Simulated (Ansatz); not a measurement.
Gas-phase electronic energies from Ansatz, PBE0-D4/def2-TZVP geometries. CCSD(T)/CBS is the MP2 limit (def2-TZVPP, def2-QZVPP) plus CCSD(T) − MP2 in def2-TZVPP, frozen cores. This one scheme is used for every species. DFT in def2-TZVPP. HSE06 is defined as in plane-wave codes. One conformer a species, not always the lowest.

`CC(C)[SiH2]O` → H₂O + `CC(C)[SiH]`  (silylene formation by 1,1-elimination)

(1) Is it downhill or uphill in electronic energy at CCSD(T)/CBS, and by how much? (Estimate.)

(2) What do these levels give: BLYP-D4, B97M-V, HSE06-D4, CAM-B3LYP-D4, CAM-B3LYP, CCSD/CBS(def2)? (Estimate.)

(3) What do rigid-rotor, harmonic-oscillator terms from PBE0-D4/def2-TZVP frequencies (298.15 K, 1 bar) make of the CCSD(T)/CBS value? (An estimate is asked.)

Largest T1 diagnostic among the species: 0.012.

Results:

(1) The calculation gave: Uphill: ΔE = +323.1 kJ/mol.

(2) Computed: BLYP-D4 307.2, B97M-V 321.9, HSE06-D4 317.2, CAM-B3LYP-D4 335.9, CAM-B3LYP 331.2, CCSD/CBS(def2) 326.6 kJ/mol.

(3) Ansatz gave: ΔZPE = -8.2 kJ/mol, ΔH = +318.9 kJ/mol, ΔS = 138 J/(mol·K), ΔG = +277.8 kJ/mol.

At CCSD(T), def2-SVP lies −8.7 kJ/mol from the extrapolated value and def2-TZVPP −2.5 kJ/mol. Leaving LDA and LC-ωPBE aside and taking each functional with its dispersion term where it has one, the values, not all of them listed here, spread over 45.7 kJ/mol, from revPBE-D4 to BHLYP-D4. LDA lies +21.7 kJ/mol from PBE without D4. From PBE to PBE0 (25 % exact exchange), in def2-TZVPP and without D4, ΔE moves by +16.5 kJ/mol.
